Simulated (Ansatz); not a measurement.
Ansatz (a first-principles code) input (B3LYP-D3(BJ)/def2-TZVP):

Ansatz 0.2 input:
```yaml
crystal:
  periodic: [false, false, false]
  atoms:
    - {symbol: B, position_ang: [0.40892533, -0.17844453, -0.23361328]}
    - {symbol: O, position_ang: [1.40812072, -0.53045127, -0.88620567]}
    - {symbol: Cl, position_ang: [-0.90683721, 0.37276952, 0.54039957]}
    - {symbol: H, position_ang: [2.10664022, -1.20124903, -0.92908098]}
basis:
  gaussian:
    orbitals: def2-TZVP
hamiltonian:
  xc: b3lyp
  dispersion: d3bj
total_charge: 1
phonons: {temperatures: {t_min: 298.15, t_max: 298.15, t_step: 100}}
```

Output:

```
Functional definition: B3LYP
integrals: 0.02 GiB planned
627 factors; their error is unknown
mean field: 0.27 GiB planned
mean field evaluation 1: about -15246.5107 eV, gradient 8.5e1 eV
mean field evaluation 2: about -15209.6971 eV, gradient 1.5e2 eV
mean field evaluation 4: about -15257.4692 eV, gradient 6.4e0 eV
mean field evaluation 8: about -15257.5431 eV, gradient 1.0e-1 eV
mean field evaluation 16: about -15257.5781 eV, gradient 1.9e-5 eV
mean field -15257.57807759 eV, -560.7056523934 hartree, gradient 1.9e-5 eV, S^2 0.000000; 0 other end points of the search recorded, 0 dependent functions left out
the calculation of the forces begins
reference -15257.57826178 eV, -560.7056591624 hartree; 15, 15 occupied and 90, 90 virtual orbitals, 627 factors
these checks for a lower state are left out or cut short: stability, starts, cluster_reference, orbital_swaps, neighbouring_geometries, increment
integrals: 0.02 GiB planned
627 factors; their error is unknown
mean field: 0.27 GiB planned
mean field -15257.57779985 eV, -560.7056421869 hartree, gradient 1.3e-6 eV, S^2 0.000000; 0 other end points of the search recorded, 0 dependent functions left out
the calculation of the forces begins
reference -15257.57798409 eV, -560.7056489577 hartree; 15, 15 occupied and 90, 90 virtual orbitals, 627 factors
these checks for a lower state are left out or cut short: stability, starts, cluster_reference, orbital_swaps, neighbouring_geometries, increment
integrals: 0.02 GiB planned
627 factors; their error is unknown
mean field: 0.27 GiB planned
mean field evaluation 32: about -15257.5778 eV, gradient 1.3e-6 eV
mean field -15257.57779960 eV, -560.7056421775 hartree, gradient 1.4e-6 eV, S^2 0.000000; 0 other end points of the search recorded, 0 dependent functions left out
the calculation of the forces begins
reference -15257.57798374 eV, -560.7056489446 hartree; 15, 15 occupied and 90, 90 virtual orbitals, 627 factors
these checks for a lower state are left out or cut short: stability, starts, cluster_reference, orbital_swaps, neighbouring_geometries, increment
integrals: 0.02 GiB planned
627 factors; their error is unknown
mean field: 0.27 GiB planned
mean field -15257.57803591 eV, -560.7056508620 hartree, gradient 1.4e-6 eV, S^2 0.000000; 0 other end points of the search recorded, 0 dependent functions left out
the calculation of the forces begins
reference -15257.57822013 eV, -560.7056576318 hartree; 15, 15 occupied and 90, 90 virtual orbitals, 627 factors
these checks for a lower state are left out or cut short: stability, starts, cluster_reference, orbital_swaps, neighbouring_geometries, increment
integrals: 0.02 GiB planned
627 factors; their error is unknown
mean field: 0.27 GiB planned
mean field -15257.57803790 eV, -560.7056509350 hartree, gradient 1.4e-6 eV, S^2 0.000000; 0 other end points of the search recorded, 0 dependent functions left out
the calculation of the forces begins
reference -15257.57822207 eV, -560.7056577032 hartree; 15, 15 occupied and 90, 90 virtual orbitals, 627 factors
these checks for a lower state are left out or cut short: stability, starts, cluster_reference, orbital_swaps, neighbouring_geometries, increment
integrals: 0.02 GiB planned
627 factors; their error is unknown
mean field: 0.27 GiB planned
mean field -15257.57786985 eV, -560.7056447592 hartree, gradient 1.4e-6 eV, S^2 0.000000; 0 other end points of the search recorded, 0 dependent functions left out
the calculation of the forces begins
reference -15257.57805404 eV, -560.7056515280 hartree; 15, 15 occupied and 90, 90 virtual orbitals, 627 factors
these checks for a lower state are left out or cut short: stability, starts, cluster_reference, orbital_swaps, neighbouring_geometries, increment
integrals: 0.02 GiB planned
627 factors; their error is unknown
mean field: 0.27 GiB planned
mean field evaluation 64: about -15257.5778 eV, gradient 1.3e-6 eV
mean field -15257.57782711 eV, -560.7056431887 hartree, gradient 1.3e-6 eV, S^2 0.000000; 0 other end points of the search recorded, 0 dependent functions left out
the calculation of the forces begins
reference -15257.57801131 eV, -560.7056499579 hartree; 15, 15 occupied and 90, 90 virtual orbitals, 627 factors
these checks for a lower state are left out or cut short: stability, starts, cluster_reference, orbital_swaps, neighbouring_geometries, increment
integrals: 0.02 GiB planned
627 factors; their error is unknown
mean field: 0.27 GiB planned
mean field -15257.57800881 eV, -560.7056498660 hartree, gradient 1.4e-6 eV, S^2 0.000000; 0 other end points of the search recorded, 0 dependent functions left out
the calculation of the forces begins
reference -15257.57819297 eV, -560.7056566339 hartree; 15, 15 occupied and 90, 90 virtual orbitals, 627 factors
these checks for a lower state are left out or cut short: stability, starts, cluster_reference, orbital_swaps, neighbouring_geometries, increment
integrals: 0.02 GiB planned
627 factors; their error is unknown
mean field: 0.27 GiB planned
mean field -15257.57799528 eV, -560.7056493686 hartree, gradient 1.3e-6 eV, S^2 0.000000; 0 other end points of the search recorded, 0 dependent functions left out
the calculation of the forces begins
reference -15257.57817950 eV, -560.7056561387 hartree; 15, 15 occupied and 90, 90 virtual orbitals, 627 factors
these checks for a lower state are left out or cut short: stability, starts, cluster_reference, orbital_swaps, neighbouring_geometries, increment
integrals: 0.02 GiB planned
627 factors; their error is unknown
mean field: 0.27 GiB planned
mean field -15257.57794358 eV, -560.7056474689 hartree, gradient 1.4e-6 eV, S^2 0.000000; 0 other end points of the search recorded, 0 dependent functions left out
the calculation of the forces begins
reference -15257.57812770 eV, -560.7056542349 hartree; 15, 15 occupied and 90, 90 virtual orbitals, 627 factors
these checks for a lower state are left out or cut short: stability, starts, cluster_reference, orbital_swaps, neighbouring_geometries, increment
integrals: 0.02 GiB planned
627 factors; their error is unknown
mean field: 0.27 GiB planned
mean field -15257.57801632 eV, -560.7056501420 hartree, gradient 1.4e-6 eV, S^2 0.000000; 0 other end points of the search recorded, 0 dependent functions left out
the calculation of the forces begins
reference -15257.57820060 eV, -560.7056569139 hartree; 15, 15 occupied and 90, 90 virtual orbitals, 627 factors
these checks for a lower state are left out or cut short: stability, starts, cluster_reference, orbital_swaps, neighbouring_geometries, increment
integrals: 0.02 GiB planned
627 factors; their error is unknown
mean field: 0.27 GiB planned
mean field evaluation 96: about -15257.5780 eV, gradient 9.9e-2 eV
mean field -15257.57805280 eV, -560.7056514824 hartree, gradient 1.6e-6 eV, S^2 0.000000; 0 other end points of the search recorded, 0 dependent functions left out
the calculation of the forces begins
reference -15257.57823696 eV, -560.7056582503 hartree; 15, 15 occupied and 90, 90 virtual orbitals, 627 factors
these checks for a lower state are left out or cut short: stability, starts, cluster_reference, orbital_swaps, neighbouring_geometries, increment
integrals: 0.02 GiB planned
627 factors; their error is unknown
mean field: 0.27 GiB planned
mean field -15257.57807679 eV, -560.7056523642 hartree, gradient 1.2e-6 eV, S^2 0.000000; 0 other end points of the search recorded, 0 dependent functions left out
the calculation of the forces begins
reference -15257.57826101 eV, -560.7056591342 hartree; 15, 15 occupied and 90, 90 virtual orbitals, 627 factors
these checks for a lower state are left out or cut short: stability, starts, cluster_reference, orbital_swaps, neighbouring_geometries, increment
integrals: 0.02 GiB planned
627 factors; their error is unknown
mean field: 0.27 GiB planned
mean field -15257.57804347 eV, -560.7056511398 hartree, gradient 2.1e-6 eV, S^2 0.000000; 0 other end points of the search recorded, 0 dependent functions left out
the calculation of the forces begins
reference -15257.57822770 eV, -560.7056579101 hartree; 15, 15 occupied and 90, 90 virtual orbitals, 627 factors
these checks for a lower state are left out or cut short: stability, starts, cluster_reference, orbital_swaps, neighbouring_geometries, increment
integrals: 0.02 GiB planned
627 factors; their error is unknown
mean field: 0.27 GiB planned
mean field -15257.57801368 eV, -560.7056500450 hartree, gradient 1.4e-6 eV, S^2 0.000000; 0 other end points of the search recorded, 0 dependent functions left out
the calculation of the forces begins
reference -15257.57819784 eV, -560.7056568127 hartree; 15, 15 occupied and 90, 90 virtual orbitals, 627 factors
these checks for a lower state are left out or cut short: stability, starts, cluster_reference, orbital_swaps, neighbouring_geometries, increment
integrals: 0.02 GiB planned
627 factors; their error is unknown
mean field: 0.27 GiB planned
mean field evaluation 128: about -15257.5780 eV, gradient 1.3e-6 eV
mean field -15257.57803012 eV, -560.7056506491 hartree, gradient 1.3e-6 eV, S^2 0.000000; 0 other end points of the search recorded, 0 dependent functions left out
the calculation of the forces begins
reference -15257.57821435 eV, -560.7056574194 hartree; 15, 15 occupied and 90, 90 virtual orbitals, 627 factors
these checks for a lower state are left out or cut short: stability, starts, cluster_reference, orbital_swaps, neighbouring_geometries, increment
integrals: 0.02 GiB planned
627 factors; their error is unknown
mean field: 0.27 GiB planned
mean field -15257.57801766 eV, -560.7056501911 hartree, gradient 1.4e-6 eV, S^2 0.000000; 0 other end points of the search recorded, 0 dependent functions left out
the calculation of the forces begins
reference -15257.57820181 eV, -560.7056569587 hartree; 15, 15 occupied and 90, 90 virtual orbitals, 627 factors
Total energy: -15257.67926918 eV, -560.7093711158 hartree
Atom 0 at     0.408925    -0.178445    -0.233613 Å, force     0.000498     0.000084    -0.000578 eV/Å
Atom 1 at     1.408121    -0.530451    -0.886206 Å, force    -0.000431    -0.000025     0.000454 eV/Å
Atom 2 at    -0.906837     0.372770     0.540400 Å, force     0.000181    -0.000209     0.000023 eV/Å
Atom 3 at     2.106640    -1.201249    -0.929081 Å, force    -0.000248     0.000150     0.000101 eV/Å
Dipole moment:     0.536543    -0.395361    -0.149610 e Å
Vibrations: 367.53 393.18 472.23 744.67 1882.13 3762.36 cm⁻¹, zero-point energy 0.472510 eV
```

It need not be the lowest isomer of its formula.
